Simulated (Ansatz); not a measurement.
Geometry optimisation, RKS B3LYP/def2-SVP in Ansatz 0.2.0.

input.yaml

```yaml
crystal:
  periodic: [false, false, false]
  atoms:
    - { symbol: B, position_ang: [-0.3435, -0.8722, -2.2505] }
    - { symbol: B, position_ang: [0.0799, 0.1454, -1.0094] }
    - { symbol: O, position_ang: [1.1626, 1.1188, -0.7665] }
    - { symbol: C, position_ang: [0.6849, 1.5123, 0.4306] }
    - { symbol: "N", position_ang: [-0.5148, 0.6134, 0.3178] }
    - { symbol: Si, position_ang: [-0.4047, -0.7434, 1.4918] }
    - { symbol: H, position_ang: [0.3099, -0.9181, -3.2228] }
    - { symbol: H, position_ang: [-1.3633, -1.4175, -2.1917] }
    - { symbol: H, position_ang: [1.2961, 1.3363, 1.3409] }
    - { symbol: H, position_ang: [0.2886, 2.5665, 0.4107] }
    - { symbol: H, position_ang: [-1.3955, -1.7897, 1.1428] }
    - { symbol: H, position_ang: [-0.678, -0.271, 2.8684] }
    - { symbol: H, position_ang: [0.8982, -1.3154, 1.4526] }
basis:
  gaussian: { orbitals: def2-SVP }
hamiltonian:
  xc: b3lyp
relax:
  f_tol: 0.02
  max_steps: 50
```

Launched with:

```bash
$ ansatz run input.yaml --threads 2 --pin off --max-ram 3072MiB --backend cpu --events-out ev --progress --plain --runs-dir out
```

Problem. Where does it end, and by what steps?

Solution. The run converged. The force dipped under the threshold on the way, but the program's further checks kept it going. After 21 steps the energy has fallen by 1.151 eV; H13 moved furthest, 1.05 Å.

| step | energy less start (eV) | largest force component (eV/Å) | accepted |
| --- | --- | --- | --- |
| 0 | 0.0000 | 3.596 | yes |
| 1 | -0.5749 | 1.648 | yes |
| 2 | -0.8028 | 1.434 | yes |
| 3 | -0.9329 | 0.768 | yes |
| 4 | -1.0352 | 0.509 | yes |
| 5 | -1.0994 | 0.418 | yes |
| 6 | -1.1147 | 0.212 | yes |
| 7 | -1.1361 | 0.084 | yes |
| 8 | -1.1428 | 0.071 | yes |
| 9 | -1.1368 | 0.474 | no |
| 10 | -1.1456 | 0.016 | yes |
| 11 | -1.1465 | 0.127 | yes |
| 12 | -1.1411 | 0.377 | no |
| 13 | -1.1485 | 0.017 | yes |
| 14 | -1.1494 | 0.046 | yes |
| 15 | -1.1497 | 0.095 | yes |
| 16 | -1.1501 | 0.056 | yes |
| 17 | -1.1505 | 0.023 | yes |
| 18 | -1.1507 | 0.060 | yes |
| 19 | -1.1508 | 0.073 | yes |
| 20 | -1.1510 | 0.023 | yes |
| 21 | -1.1511 | 0.011 | yes |

```xyz
13
Properties=species:S:1:pos:R:3
B -0.459 -0.684 -2.332
B 0.085 0.286 -1.049
O 0.697 1.545 -1.087
C 0.752 1.491 0.342
N 0.111 0.171 0.392
Si -0.346 -0.898 1.687
H 0.269 -1.467 -2.896
H -1.598 -0.634 -2.735
H 1.793 1.513 0.714
H 0.169 2.306 0.808
H -0.958 -2.099 1.055
H -1.331 -0.258 2.610
H 0.836 -1.307 2.505
```

The run took 110 s on 2 threads of Intel(R) Xeon(R) Platinum 8259CL CPU @ 2.50GHz (Skylake/Cascade Lake), on a shared host, peak memory 0.33 GiB.
